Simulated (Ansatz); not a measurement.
CH$_{5}$ISi (`[SiH3]CI`). Total charge 0; spin multiplicity 1. I takes the def2 core potential. The geometry is a stationary point of PBE0-D4/def2-TZVP.

```xyz
8

Si   -0.503   -0.548    0.603
C     0.679    0.493   -0.416
I    -0.323    1.231   -2.158
H    -1.659    0.281    1.025
H     0.210   -1.052    1.810
H    -0.975   -1.700   -0.205
H     1.534   -0.075   -0.779
H     1.037    1.370    0.120
```

**Question.** What is the dipole moment at ωB97M-V/def2-TZVPP? (Best estimate.)

**Answer.** Ansatz gave: 1.36 D, with components (0.94, -0.26, 0.95) D in this frame, pointing from negative to positive charge.

**Question.** And with PBE, r2SCAN, B3LYP? (An estimate is asked.)

**Answer.** The calculation gave: PBE 1.32 D, r2SCAN 1.43 D, B3LYP 1.38 D.

**Question.** Give the Mulliken charges with ωB97M-V, B3LYP, PBE in def2-TZVPP. (Estimate.)

**Answer.** Computed: 
```csv
atom,ωB97M-V,B3LYP,PBE
Si1,0.16,0.26,0.19
C2,-0.43,-0.34,-0.31
I3,-0.03,-0.06,-0.06
H4,-0.01,-0.05,-0.04
H5,-0.03,-0.07,-0.05
H6,-0.01,-0.05,-0.04
H7,0.18,0.15,0.16
H8,0.18,0.15,0.16
```

B3LYP here is the variant with VWN-RPA as its local correlation; programs differ in this.
